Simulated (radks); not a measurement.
Sr2+, 36 electrons, occupied as [Ar] 3d10 4s1 4p6 4d1 (not the ground configuration). Method: Dirac Kohn-Sham, PBE, spin-unpolarised, spherical densities, point nucleus; open shells fill j = l - 1/2 first; computed with a radial shooting solver on a logarithmic mesh with Libxc functionals.

Spin-orbit splittings of the eigenvalues, e(l+1/2) - e(l-1/2), with zeta = 2 splitting/(2l+1) and mean radii in bohr:

shell  occ.  splitting (eV)  zeta (eV)  <r> j=l-1/2  <r> j=l+1/2
2p        6           68.42      45.61       0.1475       0.1516
3p        6           10.50      6.998       0.4910       0.5014
3d       10           1.834     0.7337       0.4952       0.4989
4p        6           1.248     0.8323        1.496        1.526
4d        1          0.1004    0.04017        2.281        2.295
